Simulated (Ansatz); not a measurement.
GeH3 (SMILES [GeH3]) moved off its minimum; all values from Ansatz (a program for electronic structure), cores frozen in correlated methods. Open shells are unrestricted.
(charge 0, multiplicity 2)
```xyz
4

Ge    -0.00541    -0.11668    -0.06456
H     -0.86822    -1.18657    -0.54825
H     -0.41771     1.33362    -0.43574
H      1.56727    -0.02444    -0.49473
```

```tsv
level	largest force (eV/Å)	on atom	rms difference from CCSD(T)/aug-cc-pVTZ (eV/Å)	dipole (D)
HF/def2-TZVPP	3.35	Ge1	0.115	0.57
PBE/def2-TZVPP	3.00	Ge1	0.059	0.45
r2SCAN/def2-TZVPP	3.06	Ge1	0.120	0.47
B3LYP/def2-TZVPP	3.07	Ge1	0.054	0.49
wB97M-V/def2-TZVPP	3.11	Ge1	0.121	0.51
MP2/aug-cc-pVTZ	3.24	Ge1	0.083	0.52
CCSD(T)/aug-cc-pVTZ	3.15	Ge1	0.000	0.50
```

The differences count from one level among others, with limits of its own. Forces at CCSD(T)/aug-cc-pVTZ (eV/Å):

```
atom      Fx      Fy      Fz
----  ------  ------  ------
Ge1    2.365   2.032   0.474
H2    -0.849  -1.251  -0.776
H3    -0.417  -0.178   0.054
H4    -1.100  -0.604   0.249
```
